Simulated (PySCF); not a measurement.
SMILES s1cccc1C[SeH] (C₅H₆SSe) (GFN2-xTB optimised geometry):

```
13

Se     0.072     2.780    -1.885
C     -0.005     2.050    -0.017
C     -0.193     0.592     0.006
C      0.757    -0.385    -0.002
C      0.214    -1.687     0.000
C     -1.143    -1.687     0.000
S     -1.789    -0.096     0.000
H     -1.260     2.342    -2.234
H      0.956     2.335     0.415
H     -0.813     2.582     0.483
H      1.813    -0.176    -0.005
H      0.810    -2.582     0.000
H     -1.813    -2.524     0.000
```

Level of theory: CAM-B3LYP/def2-TZVP in PySCF 2.14.0.

### Question
What are the frontier orbital energies and the dipole moment?

### Answer
HOMO-2 -8.59 eV, HOMO-1 -8.14 eV, HOMO -7.61 eV, LUMO 0.13 eV, LUMO+1 1.16 eV; dipole moment 1.35 D.

Meta-Löwdin charges at CAM-B3LYP/def2-TZVP: Se1 -0.04, C2 -0.27, C3 -0.11, C4 -0.16, C5 -0.14, C6 -0.27, S7 0.27, H8 0.05, H9 0.14, H10 0.13, H11 0.13, H12 0.13, H13 0.14.
